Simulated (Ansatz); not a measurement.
Mulliken charges of C2H3BrFI, SMILES `FC(Br)CI` from ωB97M-V/def2-TZVPP in Ansatz (PBE0-D4/def2-TZVP geometry).

```json
{"atom": "F1", "x (Å)": "-1.524", "y (Å)": "-0.768", "z (Å)": "0.745", "charge (e)": "-0.179"}
{"atom": "C2", "x (Å)": "-0.745", "y (Å)": "0.175", "z (Å)": "0.145", "charge (e)": "0.060"}
{"atom": "Br3", "x (Å)": "-0.637", "y (Å)": "1.721", "z (Å)": "1.315", "charge (e)": "-0.065"}
{"atom": "C4", "x (Å)": "0.606", "y (Å)": "-0.432", "z (Å)": "-0.120", "charge (e)": "-0.322"}
{"atom": "I5", "x (Å)": "1.803", "y (Å)": "0.788", "z (Å)": "-1.383", "charge (e)": "0.007"}
{"atom": "H6", "x (Å)": "-1.245", "y (Å)": "0.520", "z (Å)": "-0.759", "charge (e)": "0.151"}
{"atom": "H7", "x (Å)": "0.468", "y (Å)": "-1.376", "z (Å)": "-0.646", "charge (e)": "0.173"}
{"atom": "H8", "x (Å)": "1.158", "y (Å)": "-0.593", "z (Å)": "0.803", "charge (e)": "0.174"}
```

Problem. By hand: the dipole of these point charges (1 e Å = 4.8032 D).

Solution. Σ q r = (0.181, -0.082, -0.268) e Å, of length 0.334 e Å = 1.60 D.

Problem. How does the dipole of the full density compare? (An estimate is asked.)

Solution. The calculation gave: (0.079, -0.187, -0.180) e Å, 1.30 D; the point charges give 1.23 times that, at 31° from its direction.

Point charges leave out the atoms' own dipoles, such as those of lone pairs, and Mulliken's split depends on the basis, so the two needn't agree.
